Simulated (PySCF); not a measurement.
Compound: C7H11O (doublet state).
Z-matrix (Å and degrees, GFN2-xTB geometry), rows numbered from 1:
```
C 
C   1  1.3193
C   2  1.4955  1  124.32
C   3  1.5304  2  110.83  1  -117.98
C   4  1.5411  3  113.97  2   174.84
C   5  1.4772  4  101.96  3   144.42
C   6  1.4774  5  109.25  4   -11.12
O   7  1.4120  6  106.37  5    -5.46
H   1  1.0768  2  122.09  3   179.08
H   1  1.0787  2  121.72  3    -1.43
H   2  1.0808  1  121.06  3  -178.17
H   3  1.0916  2  110.38  1     2.79
H   3  1.0930  2  109.55  1   122.97
H   4  1.1036  3  109.09  2    52.44
H   5  1.0932  4  112.27  3   -93.72
H   5  1.1002  4  110.43  3    25.66
H   6  1.0697  5  126.14  4   170.58
H   7  1.1093  6  111.70  5   114.68
H   7  1.0999  6  113.72  5  -124.39
```

The hyperfine couplings belong to this conformer and change with its torsions.

Identity: `C=CC[C@H]1C[CH]CO1` [radical].

The calculation used UKS B3LYP, pcH-1 on C H O, non-relativistic, mean-field spin-orbit, GIAO (PySCF). Isolated species at its GFN2-xTB geometry (one conformer only). A GFN2-xTB geometry isn't a minimum of the functional, and hyperfine couplings can be far from their values at a DFT geometry. Stability of the SCF solution: not tested.

Problem. Match the computed a_iso(13C) values +88.4, -36.6, -34.2, +1.3, -0.9 MHz with the sites C3; C4; C5; C6; C7.

Solution. 
```
site  a_iso (MHz)  ρ(0) (bohr⁻³)                 position  distance from C6 (Å)  spin population  largest |T| (MHz)
  C3         -0.9        -0.0008          3 bonds from C6                  3.66             0.00                0.6
  C4         +1.3        +0.0012          2 bonds from C6                  2.35            +0.01                2.0
  C5        -34.2        -0.0304           1 bond from C6                  1.48            -0.09                2.4
  C6        +88.4        +0.0786  largest spin population                  0.00            +1.02              162.9
  C7        -36.6        -0.0325           1 bond from C6                  1.48            -0.08                2.0
```

ρ(0) is the spin density at the nucleus and T the dipolar tensor. Largest spin populations (Mulliken): C6 (+1.02), C5 (-0.09) and C7 (-0.08). No atom but C6 exceeds +0.15. The angles at C6 add up to 360.0°, so it is planar; its axial dipolar tensor and the negative coupling of its proton fit spin in a p orbital normal to that plane.
